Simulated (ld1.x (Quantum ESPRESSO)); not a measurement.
## Reading a pseudo-wave (Zr (Z = 40))

Columns: radius, all-electron u(r) and pseudo u(r) of the 4d shell (level -3.60 eV) of zirconium in the configuration [Ar] 3d10 4s2 4p6 4d2 5s2 5p0; PBE, scalar-relativistic, TM scheme, ld1.x (Quantum ESPRESSO) 7.5.

```json
{"r (bohr)": "0.090", "all-electron": "0.0788", "pseudo": "-0.0009"}
{"r (bohr)": "0.180", "all-electron": "0.2303", "pseudo": "-0.0072"}
{"r (bohr)": "0.270", "all-electron": "0.3001", "pseudo": "-0.0235"}
{"r (bohr)": "0.360", "all-electron": "0.2725", "pseudo": "-0.0530"}
{"r (bohr)": "0.450", "all-electron": "0.1809", "pseudo": "-0.0966"}
{"r (bohr)": "0.540", "all-electron": "0.0591", "pseudo": "-0.1536"}
{"r (bohr)": "0.630", "all-electron": "-0.0704", "pseudo": "-0.2211"}
{"r (bohr)": "0.720", "all-electron": "-0.1943", "pseudo": "-0.2947"}
{"r (bohr)": "0.810", "all-electron": "-0.3059", "pseudo": "-0.3695"}
{"r (bohr)": "0.900", "all-electron": "-0.4021", "pseudo": "-0.4410"}
{"r (bohr)": "0.990", "all-electron": "-0.4823", "pseudo": "-0.5052"}
{"r (bohr)": "1.080", "all-electron": "-0.5467", "pseudo": "-0.5599"}
{"r (bohr)": "1.170", "all-electron": "-0.5963", "pseudo": "-0.6037"}
{"r (bohr)": "1.260", "all-electron": "-0.6329", "pseudo": "-0.6368"}
{"r (bohr)": "1.350", "all-electron": "-0.6582", "pseudo": "-0.6601"}
{"r (bohr)": "1.440", "all-electron": "-0.6739", "pseudo": "-0.6747"}
{"r (bohr)": "1.530", "all-electron": "-0.6817", "pseudo": "-0.6819"}
{"r (bohr)": "1.620", "all-electron": "-0.6830", "pseudo": "-0.6831"}
{"r (bohr)": "1.710", "all-electron": "-0.6792", "pseudo": "-0.6792"}
{"r (bohr)": "1.800", "all-electron": "-0.6713", "pseudo": "-0.6713"}
{"r (bohr)": "1.890", "all-electron": "-0.6602", "pseudo": "-0.6602"}
{"r (bohr)": "1.980", "all-electron": "-0.6468", "pseudo": "-0.6468"}
{"r (bohr)": "2.070", "all-electron": "-0.6315", "pseudo": "-0.6315"}
{"r (bohr)": "2.160", "all-electron": "-0.6150", "pseudo": "-0.6150"}
{"r (bohr)": "2.250", "all-electron": "-0.5977", "pseudo": "-0.5977"}
{"r (bohr)": "2.340", "all-electron": "-0.5798", "pseudo": "-0.5798"}
```

(1) How many radial nodes do the two functions have?

(2) At about which radius was the pseudo-wave matched?

(3) Is the pseudo-wave norm-conserving?

Results:

(1) The all-electron 4d function has n − l − 1 = 1; the pseudo-wave has 0, since the states of the same l below it are removed with the core.

(2) 1.80 bohr. The columns agree to 0.0005 from 1.53 bohr on; several derivatives are matched, so the curves merge somewhat inside the radius.

(3) Yes: the TM scheme keeps the norm inside the radius equal to the all-electron one, which fixes the energy derivative of the logarithmic derivative at the level.
